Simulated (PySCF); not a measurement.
## Exercise with solution: oscillator strength and radiative lifetime

B(F)(OH)(OEt) (C2H6BFO2), SMILES OB(OCC)F.

Geometry optimised at PBE0-D3(BJ)/def2-SVP. Other conformers were not sampled.

TDA-LC-ωPBE/def2-SVPD run with PySCF puts the first singlet state with f over 0.02 at 9.55 eV (vertical), with the transition dipole (-0.045, -0.282, -0.199) in atomic units.

**Question.** Find the oscillator strength, the wavelength and the radiative lifetime that this transition would have in vacuum if emission retraced absorption.

**Answer.** 
|μ|² = 0.1211 au, so |μ| = 0.88 D. ΔE = 9.55/27.211 = 0.3510 hartree. f = (2/3) ΔE |μ|² = 0.028 (the program prints 0.028).
λ = 1239.84/9.55 = 130 nm; ν = 77026 cm⁻¹.
Einstein's coefficient A = 0.6670 ν² f s⁻¹ (ν in cm⁻¹) = 1.1e8 s⁻¹, so τ = 1/A = 8.9 ns. This state is S3; the lower singlets have f = 0.005, 0.002. The figure is the radiative limit of this one transition; relaxation, internal conversion, crossing to triplets and a medium change what is measured.
